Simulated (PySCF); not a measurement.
`CC[C@@H]1[C@@H](C)[C@@H]1OC`, C7H14O

Molfile (atoms numbered from 1):
```
C7H14O
     RDKit          3D

 22 22  0  0  0  0  0  0  0  0999 V2000
    2.8168   -0.5213    0.3354 C   0  0  0  0  0  0  0  0  0  0  0  0
    1.5134   -1.0213   -0.2794 C   0  0  0  0  0  0  0  0  0  0  0  0
    0.6131    0.1312   -0.6556 C   0  0  2  0  0  0  0  0  0  0  0  0
   -0.2869    0.7563    0.3774 C   0  0  1  0  0  0  0  0  0  0  0  0
   -0.4833    2.2501    0.4297 C   0  0  0  0  0  0  0  0  0  0  0  0
   -0.8728   -0.0609   -0.7462 C   0  0  2  0  0  0  0  0  0  0  0  0
   -1.3925   -1.3282   -0.4904 O   0  0  0  0  0  0  0  0  0  0  0  0
   -2.6978   -1.2883    0.0347 C   0  0  0  0  0  0  0  0  0  0  0  0
    2.6139    0.0756    1.2217 H   0  0  0  0  0  0  0  0  0  0  0  0
    3.4531   -1.3564    0.6180 H   0  0  0  0  0  0  0  0  0  0  0  0
    3.3585    0.0985   -0.3761 H   0  0  0  0  0  0  0  0  0  0  0  0
    0.9888   -1.6678    0.4247 H   0  0  0  0  0  0  0  0  0  0  0  0
    1.7302   -1.6140   -1.1713 H   0  0  0  0  0  0  0  0  0  0  0  0
    1.0470    0.8038   -1.3873 H   0  0  0  0  0  0  0  0  0  0  0  0
   -0.2846    0.2723    1.3474 H   0  0  0  0  0  0  0  0  0  0  0  0
    0.3379    2.7205    0.9685 H   0  0  0  0  0  0  0  0  0  0  0  0
   -0.5173    2.6661   -0.5748 H   0  0  0  0  0  0  0  0  0  0  0  0
   -1.4134    2.5006    0.9379 H   0  0  0  0  0  0  0  0  0  0  0  0
   -1.4124    0.4780   -1.5270 H   0  0  0  0  0  0  0  0  0  0  0  0
   -2.7264   -0.7684    0.9992 H   0  0  0  0  0  0  0  0  0  0  0  0
   -3.0101   -2.3219    0.1684 H   0  0  0  0  0  0  0  0  0  0  0  0
   -3.3858   -0.7850   -0.6557 H   0  0  0  0  0  0  0  0  0  0  0  0
  1  2  1  0
  2  3  1  0
  3  4  1  0
  4  5  1  0
  4  6  1  0
  6  7  1  0
  7  8  1  0
  6  3  1  0
  1  9  1  0
  1 10  1  0
  1 11  1  0
  2 12  1  0
  2 13  1  0
  3 14  1  6
  4 15  1  1
  5 16  1  0
  5 17  1  0
  5 18  1  0
  6 19  1  6
  8 20  1  0
  8 21  1  0
  8 22  1  0
M  END
```

The calculation used GIAO X3LYP/6-31G* magnetisability, rotational g tensor and spin-rotation constants, non-relativistic, gas phase (PySCF 2.14.0). Geometry: GFN2-xTB.

(1) How diamagnetic is it, and how anisotropic?

(2) Split it along the inertial axes a, b, c into diamagnetic and paramagnetic parts about the centre of mass, with the quadrupole moment.

(3) And the rotational g tensor?

Answers

(1) Isotropic -1477 × 10⁻³⁰ J/T², or -89.0 × 10⁻⁶ cm³/mol; principal values -1585, -1464, -1384 × 10⁻³⁰ J/T², anisotropy 176 × 10⁻³⁰ J/T² (root of half the summed squared differences of the principal values). The susceptibility is in cgs units.

(2) 
| axis | χ (10⁻⁶ cm³/mol) | diamagnetic (10⁻⁶ cm³/mol) | paramagnetic (10⁻⁶ cm³/mol) | summed x² of all electrons (Å²) | quadrupole Θ (D Å) |
| --- | --- | --- | --- | --- | --- |
| a | -88.0 | -611.9 | 523.8 | 207.5 | +2.81 |
| b | -93.3 | -1013.5 | 920.2 | 112.8 | -3.41 |
| c | -85.6 | -1358.8 | 1273.2 | 31.4 | +0.59 |

Anisotropies 2χaa − χbb − χcc = +2.8 and 2χbb − χaa − χcc = -13.0 × 10⁻⁶ cm³/mol. Θ is traceless in Buckingham's convention.

(3) 
| axis | rotational constant (GHz) | g | nuclear part | electronic part |
| --- | --- | --- | --- | --- |
| a | 2.5819 | -0.0032 | 0.6322 | -0.6354 |
| b | 1.4179 | +0.0042 | 0.6172 | -0.6130 |
| c | 1.0210 | -0.0018 | 0.6089 | -0.6107 |

Asymmetric top; isotopes 12C, 1H, 16O; no vibrational averaging.
